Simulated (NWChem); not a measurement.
Species: dithienothiophene (C8H4S3); SMILES c1cc2sc3ccsc3c2s1

Program: NWChem. Medium grid unless said otherwise, to which SCAN and Minnesota functionals are sensitive. The geometry was optimised at B3LYP/6-31G* (spherical d). Not confirmed as a minimum by frequencies. B3LYP is NWChem's, with the RPA form of VWN correlation.

**Question.** Order these by “orbital gap (eV)”, lowest first: M05-2X/def2-SVP; LC-BLYP (range parameter 0.33 per bohr)/def2-SVP; r2SCAN0/def2-SVP; PBE/def2-SVP; MPW1K/def2-SVP.

**Answer.** PBE/def2-SVP (3.29), r2SCAN0/def2-SVP (5.05), MPW1K/def2-SVP (6.08), M05-2X/def2-SVP (6.80), LC-BLYP (range parameter 0.33 per bohr)/def2-SVP (8.81)
